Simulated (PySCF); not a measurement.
Property card for `[BH3-]OCC`

Species: C2H8BO (charge -1).
SMILES with atom numbers: `[BH3-:1][O:2][CH2:3][CH3:4]` (hydrogens: H5, H6, H7 on B1; H8, H9 on C3; H10, H11, H12 on C4)

Cartesian coordinates in Å at the PBE0-D3(BJ)/def2-SVP level; atoms count from 1:
```
atom  x, y, z in Å
B1     2.1158    1.0826    0.3985
O2     0.6270    1.0894    0.3680
C3     0.0559    0.0192   -0.2502
C4    -1.4624    0.1307   -0.2079
H5     2.5498    0.0605    1.0042
H6     2.5919    1.0717   -0.7733
H7     2.5082    2.1091    0.9916
H8     0.3794   -0.0762   -1.3191
H9     0.3579   -0.9525    0.2192
H10   -1.7874    1.0609   -0.7030
H11   -1.9562   -0.7233   -0.7042
H12   -1.8092    0.1782    0.8377
```

PBE0-D3(BJ)/def2-SVP geometry optimisation, gas phase (PySCF):

```yaml
Point_group: Cs
Rotational_constants_A_B_C: 27.520, 4.073, 3.832 GHz
```

PBE/pcSseg-2 ground state and GIAO shieldings, non-relativistic (PySCF):

```yaml
HOMO_energy: 0.15 eV
LUMO_energy: 3.58 eV
HOMO–LUMO_gap: 3.43 eV
13C_chemical_shifts_computed_TMS_as_zero_by_class: 74.7 (C3), 23.7 (C4) ppm
1H_chemical_shifts_computed_TMS_as_zero_by_class: 3.48 (H8/H9), 2.88 (H5/H6/H7), 0.89 (H10/H11/H12) ppm
Isotropic_shieldings_of_nuclei_other_than_C_and_H_by_class: 108 (B1), 261 (O2) ppm
```

**B3LYP/pcJ-1 indirect spin-spin coupling, non-relativistic, gas phase; spin–dipole term left out for some pairs (PySCF)**

```yaml
Largest_of_the_computed_one-bond_spin–spin_couplings_means_over_like_bonds: 13C–1H +135.5 (C3–H8 and 1 like it), 13C–1H +127.7 (C4–H10 and 2 like it), 11B–1H +96.5 (B1–H5 and 2 like it), 13C–13C +41.8 (C3–C4), 17O–13C +23.1 (O2–C3), 17O–11B +2.9 (O2–B1) Hz
```

delta-SCF UKS SCAN, pcX-2 on the ionised atom, pcseg-1 elsewhere, spin-free X2C (PySCF):

```yaml
Core_binding_energies: B1s 188.5 (B1), C1s 286.6 (C4), C1s 287.1 (C3), O1s 531.7 (O2) eV
```

Monoisotopic mass of the ion (most abundant isotopes, electron mass counted): 59.0674 u.

With B = h/(8π²I), that is 505.379 GHz u Å² over I, the principal moments of inertia are 18.4, 124.1 and 131.9 u Å² (most abundant isotopes); the inertial defect Ic − Ia − Ib is -10.6 u Å² (zero for a rigid planar frame, negative otherwise). The rotational constants make it an asymmetric top with κ = (2B − A − C)/(A − C) = -0.98, nearer the prolate limit (−1).

 NMR classes are plain means over equivalent atoms (diastereotopic ones count apart unless rotation or inversion swaps them), as if these changed places fast; in this geometry the members of some classes differ. The HOMO energy is positive, so at this level the finite basis confines the outermost electrons. No diffuse functions stand in pcJ-1 and pcSseg-2, which bears on an anion's orbital energies.

For the geometry optimisation (PBE0-D3(BJ)/def2-SVP), on one thread, Arm Neoverse V1, shared host, this took 13 s wall.

One conformer stands for the species.
